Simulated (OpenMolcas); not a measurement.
Ti2+, Zr2+, Hf2+: d2 down the group

| Item | Value |
| --- | --- |
| Program | OpenMolcas 26.06 |
| Method | SS-RASPT2, IPEA 0.25 Eh, imaginary shift 0.1 Eh |
| Basis | ANO-RCC-VTZP |
| Scalar Hamiltonian | DKH2, point nucleus |
| Spin-orbit coupling | state interaction with AMFI integrals over the reference wave functions, term energies averaged over their components |

Active space for each ion: 2 electrons in 9 orbitals (RAS2 d s; RAS3 p, at most 2 electrons); closed shells correlated by CASPT2: Ti2+ 3s 3p; Zr2+ 4s 4p; Hf2+ 5s 5p.

Computed levels in cm-1 above 3F2:

```csv
Level,Ti2+,Zr2+,Hf2+
3F3,198,703,3670
3F4,455,1526,6680
3P0,11140,8470,9910
3P1,11210,8750,11970
3P2,11350,9260,13570
1G4,14900,11490,15620
1S0,32380,23520,32610
weight of 3F in the lowest level (%),100,99,77
```

Measured, with the error of the calculation in %. Measured levels: Ti2+ from Corliss and Sugar, J. Phys. Chem. Ref. Data 8, 1 (1979); Zr2+ from Moore, Atomic Energy Levels, vol. II, NSRDS-NBS 35 (1971 reprint of NBS Circular 467, 1952); NIST levels as listed in Rynkun, Gaigalas and Jonsson, Astron. Astrophys. 637, A10 (2020).

```csv
Level,Ti2+,Zr2+
3F3,185 (+7.3),681 (+3.3)
3F4,420 (+8.3),1486 (+2.7)
3P0,10538 (+5.7),8062 (+5.1)
3P1,10604 (+5.7),8326 (+5.1)
3P2,10721 (+5.9),8838 (+4.8)
1G4,14398 (+3.5),11049 (+4.0)
1S0,32476 (-0.3),23979 (-1.9)
```

The fine-structure level 3F4 changes by a factor of 14.7 from Ti2+ to Hf2+.

Without spin-orbit coupling 3P lies 11010, 8050, 8320 cm-1 above 3F in that order; the difference to the level 3P0, of either sign, comes from spin-orbit coupling, which also lowers the zero.

Term energies are means over components that CASPT2 splits; among the terms shown or strongly mixed into the levels shown the widest spread is 750 cm-1 (3d2 1G, Ti2+). Terms from blocks run as CI alone lack orbitals of their own. Configurations are named by rounded mean occupations; where the s occupation lies near a half they are strongly mixed, a name can repeat and a true partner stay unpaired (holds for Hf2+). The CASPT2 spread within a term exceeds the gap to the next term for 5d2 1D and 5d2 3F, so the order of their levels is uncertain (holds for Hf2+). Measured partners are found by configuration, term and J. A level has none where our copy of the source lacks it or the pairing is in doubt (some pairs that miss far off the trend of their configuration count as doubtful), and it then counts in no deviation. Only configurations of the active space appear.
